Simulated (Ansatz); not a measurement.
Isomers of Li5H4 (doublet), relaxed with PBE-D4/def2-TZVP; total energies from Ansatz at CCSD(T)/def2-TZVPP.

```json
{"isomer": "A", "description": "point group Cs; 11 × H–Li 1.69 to 1.84 Å", "energy (Eh)": "-39.94423"}
{"isomer": "B", "description": "point group not assigned; 11 × H–Li 1.67 to 1.89 Å", "energy (Eh)": "-39.93767"}
```

Correlated methods freeze no core orbitals; core or outer-core shells of Li are correlated, in sets that lack core-valence functions.

The isomers come from a short search, and lower ones may exist.

Problem. Work out the relative energies (1 Eh = 2625.5 kJ/mol) and the Boltzmann populations at 1200 K from electronic energies alone (R = 8.314 J/mol/K).

Solution. ΔE: A 0.0, B 17.2 kJ/mol. RT = 9.98 kJ/mol. Factors exp(−ΔE/RT): A 1, B 0.178; sum 1.178. Populations: A 84.9 %, B 15.1 %. Zero-point energy, vibrational entropy and symmetry numbers are left out and can shift these; an error of 4 kJ/mol changes a ratio by a factor of 1.5. Over the other density-functional and correlated levels in def2 sets, the gap between A and B ranges from 20 to 22 kJ/mol.
